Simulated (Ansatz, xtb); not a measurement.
# Two isomers of C4H3ClOS

Structure I is `Oc1ccsc1Cl`, a singlet and structure II is `Oc1cscc1Cl`, a singlet. Both are isolated molecules in the gas phase, relaxed with PBE-D3(BJ)/def2-SVP; the shapes shown needn't be the lowest conformers.

I (Å):

```xyz
10

C     0.2684    0.4396   -0.9120
C     1.6068    0.3352   -1.4130
C     2.0565    1.5143   -1.9694
C    -0.2541    1.7127   -1.1103
Cl   -1.8439    2.1891   -0.6277
O    -0.3772   -0.5939   -0.3239
S     0.8732    2.7813   -1.9020
H    -1.2674   -0.2708   -0.0717
H     2.1952   -0.5894   -1.3523
H     3.0330    1.7180   -2.4243
```

II (Å):

```csv
atom,x (Å),y (Å),z (Å)
C,0.7257,0.1715,-1.0959
C,1.9476,0.4082,-1.7018
C,0.5773,2.5001,-1.5045
C,-0.0476,1.3835,-0.9910
Cl,-1.6270,1.3359,-0.2608
O,0.2985,-1.0319,-0.6549
S,2.1345,2.0804,-2.1291
H,-0.5955,-0.8900,-0.2762
H,2.7373,-0.3206,-1.9131
H,0.2028,3.5282,-1.5440
```

Q: Estimate which is lower in electronic energy at CCSD(T)/def2-SVP + ΔMP2/def2-TZVPP, and by roughly how much.

A: The CCSD(T)/def2-SVP + ΔMP2/def2-TZVPP calculation puts structure II lower, by 2.3 kcal/mol.

How the difference moves with the method:

```csv
level,geometry,E(II) − E(I) (kcal/mol),departure from the last row (kcal/mol),"job, with rough time for the two"
GFN2-xTB,GFN2-xTB,−2.9,−0.6,"optimisation, 0.3 s"
HF/STO-3G,GFN2-xTB,−0.7,+1.7,"single point, 1.1 s"
r2SCAN-D4/def2-SVP,GFN2-xTB,−2.3,0.0,"single point, 7.5 s"
PBE-D3(BJ)/def2-SVP,PBE-D3(BJ)/def2-SVP,−2.3,0.0,"optimisation, 37 s"
HF/def2-SVP,PBE-D3(BJ)/def2-SVP,−1.7,+0.6,part of the CCSD(T) run
MP2/def2-SVP,PBE-D3(BJ)/def2-SVP,−2.1,+0.3,part of the CCSD(T) run
CCSD(T)/def2-SVP,PBE-D3(BJ)/def2-SVP,−1.9,+0.4,single point
CCSD(T)/def2-SVP + ΔMP2/def2-TZVPP,PBE-D3(BJ)/def2-SVP,−2.3,,"single point, 83 s"
```

As drawn, both hold the same kinds of bond in the same numbers.

The levels shown agree on the order. The largest departure from CCSD(T)/def2-SVP + ΔMP2/def2-TZVPP is that of HF/STO-3G, 1.7 kcal/mol. The last row adds to CCSD(T) the change of the MP2 difference between the two basis sets, here −0.4 kcal/mol.

With thermal terms from frequencies at re-optimised GFN2-xTB minima (ideal gas, soft modes damped towards free rotors, one conformer each, 298.15 K, 1 atm): on the last row, ΔE + ΔZPE = −2.4, ΔH = −2.4, ΔG = −2.3 kcal/mol.

The correlated steps freeze 15 core orbitals. Programs: Ansatz 0.2.0, xtb 6.7.1; the last row on 2 threads of Intel(R) Xeon(R) Platinum 8259CL CPU @ 2.50GHz (Skylake/Cascade Lake) on a shared host.
